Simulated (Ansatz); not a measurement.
Basis-set extrapolation for CH₅NO₂SSi (`N[Si]1(O)OCS1`) (PBE0-D4/def2-TZVP geometry, frozen core, the Gaussian-basis code of Ansatz). Multiplicity 1, RHF reference.

|  | def2-TZVPP | def2-QZVPP |
| --- | --- | --- |
| HF | -931.701992 | -931.734447 |
| MP2 correlation | -1.136655 | -1.227110 |
| CCSD(T) correlation | -1.217917 | not run |

Energies in hartree. Use E(X) = E(∞) + A·exp(−7.88·√X) for Hartree–Fock and E(X) = E(∞) + B·X^(−2.97) for correlation, with X = 3 and 4, and add CCSD(T) minus MP2 of the smaller set to the MP2 limit.

Question: What is the CCSD(T) energy at the basis-set limit?

Answer: HF limit: -931.734447 + (-0.032455) × 0.13774 = -931.73892. MP2 limit: -1.227110 + (-0.090455) × 0.74074 = -1.29411. Higher-order term: -1.217917 − (-1.136655) = -0.08126. Total: -933.11429 hartree, 5.29 eV below CCSD(T)/def2-TZVPP.
